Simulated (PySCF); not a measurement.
**Computed structure and properties of [Gd(NO3)]2+**

System: [Gd(NO3)]2+ (singlet in the valence; each metal's 4f electrons, 7 of them, lie in its core potential, out of spins and levels); start: template (C2v). Method: PySCF 2.14.0, RKS TPSS, Gd lcecp-1-SVP with ECP53, O def2-SVP, N def2-SVP; non-relativistic Hamiltonian with scalar-relativistic core potentials where named; density fitting; no spin-orbit coupling.

Input of the relaxation:

```python
mol = gto.M(atom='''
Gd     0.00000     0.00000    -0.80844
O      1.08000    -0.00000     1.41576
O     -1.08000     0.00000     1.41576
N      0.00000     0.00000     2.09576
O      0.00000     0.00000     3.31576''',
    basis={'Gd': 'lcecp-1-SVP', 'O': 'def2-SVP', 'N': 'def2-SVP'},
    ecp={'Gd': 'lcecp-1-SVP'},
    charge=2, spin=0)
mf = dft.RKS(mol, xc='TPSS')
mf.grids.atom_grid = (50, 194)  # f atoms: unpruned, at least (60, 302)
mf = mf.density_fit()  # fitting sets: Gd AutoAux, O def2-universal-JKFIT, N def2-universal-JKFIT
mf.conv_tol = 1e-08; mf.max_cycle = 55
mf.kernel(dm0)  # dm0: converged density of the start geometry
# quasi-Newton relaxation in Cartesian coordinates to a largest gradient under 0.00045 Eh/bohr, steps kept in the point group
```

Run from Python with OMP_NUM_THREADS=2; the lines above give its settings. Where DIIS fails, smearing, a level shift and second-order steps follow.
It took 28 s on 2 threads of Arm Neoverse V1 (shared host), from the converged density of the start.

Course of the relaxation:

```csv
step,energy above end (eV),largest force component within the symmetry (eV/Å)
0,1.0242,4.997
1,0.4486,3.294
2,0.0425,2.262
3,0.0111,0.706
4,0.0008,0.279
5,0.0000,0.067
6,0.0000,0.011
```

Relaxed geometry (C2v):

```xyz
5

Gd    0.0000    0.0000   -0.5679
O     1.0942    0.0000    1.3122
O    -1.0942    0.0000    1.3122
N     0.0000    0.0000    2.1090
O     0.0000    0.0000    3.2691
```

```json
{"contact": "Gd1–O2 (NO3)", "Å": "2.175"}
```

On the finer grid (75, 302):

The HOMO is -18.64 eV. The LUMO is -14.42 eV and the dipole about the centre of mass is 5.81 D. The set of Mulliken populations of Gd1 outside the core potential is s 2.11, p 6.08, d 0.82, f 0.04. The D3(BJ) dispersion energy (not in the energies) is -0.128 eV.

```
atom  Mulliken (e)  Löwdin (e)  spin (e)
 Gd1          1.95        1.73      0.00
  O2         -0.27       -0.14      0.00
  O3         -0.27       -0.14      0.00
  N4          0.47        0.38      0.00
  O5          0.11        0.16      0.00
```

The 4f levels lie in the core potential and are missing. Their spin isn't counted.

No frequency check is given for this geometry.

Taking off one NO3 (charge -1, singlet; the rest: singlet) in vacuum, both parts rigid, costs 23.27 eV; the small basis without counterpoise inflates it. Most of it is the attraction of opposite charges; other ways to part are cheaper, and one spin state was tried for the rest.

Rigid scan of NO3 along the line from its metal:

distance to the donors' midpoint (Å), energy (eV) and a bar:
```
     1.58      1.423 ##############################
     1.68      0.565 ############
     1.78      0.126 ###
     1.88      0.000 
     1.98      0.103 ##
     2.08      0.367 ########
     2.28      1.172 #########################
```

One start shape was tried, so this needn't be the lowest isomer.

An lcecp potential fixes the number of 4f electrons, so in runs with it no electron can move into or out of that shell.
